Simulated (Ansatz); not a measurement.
Relaxation of CH3NOSSi (8 atoms, charge 0, multiplicity 1), to a largest force component of 0.02 eV/Å in at most 50 steps.

Computed with UKS BLYP-D4/STO-3G (Ansatz 0.2.0).

```xyz
8
Properties=species:S:1:pos:R:3:forces:R:3
S -0.584 2.137 0.915 -1.77 4.80 2.36
C -0.164 0.644 0.340 -0.19 -0.05 1.62
N -0.435 0.078 -0.809 1.27 -3.09 -6.22
Si 0.554 -1.285 -0.275 -2.21 -9.49 -3.27
O 0.583 -0.291 0.997 2.63 4.67 5.73
H -1.293 2.537 -0.213 0.21 -0.36 0.24
H 1.790 -1.437 -0.986 1.47 1.48 -0.52
H -1.046 -0.211 -1.600 -1.40 2.04 0.05
```

Where does it end, and by what steps?

The forces met the threshold. Limits of this set-up: minimal basis. After 9 steps the energy has fallen by 3.585 eV; H8 moved furthest, 0.47 Å. The start is strongly strained (largest force component 9 eV/Å).

| step | energy less start (eV) | largest force component (eV/Å) | accepted |
| --- | --- | --- | --- |
| 0 | 0.0000 | 9.492 | yes |
| 1 | -2.3860 | 4.736 | yes |
| 2 | -3.3810 | 1.313 | yes |
| 3 | -3.5335 | 1.039 | yes |
| 4 | -3.4359 | 1.408 | no |
| 5 | -3.5770 | 0.276 | yes |
| 6 | -3.5799 | 0.174 | yes |
| 7 | -3.5838 | 0.094 | yes |
| 8 | -3.5844 | 0.040 | yes |
| 9 | -3.5846 | 0.020 | yes |

```xyz
8
Properties=species:S:1:pos:R:3
S -0.687 2.182 0.889
C -0.073 0.598 0.277
N -0.341 -0.069 -0.911
Si 0.492 -1.657 -0.209
O 0.752 -0.201 1.017
H -1.366 2.439 -0.283
H 1.793 -1.355 -0.905
H -1.166 0.235 -1.505
```

Whether the end is a true minimum wasn't checked by a vibrational analysis.

The run took 41 s on 1 thread of Arm Neoverse V1, with other jobs on the host, peak memory 0.19 GiB.
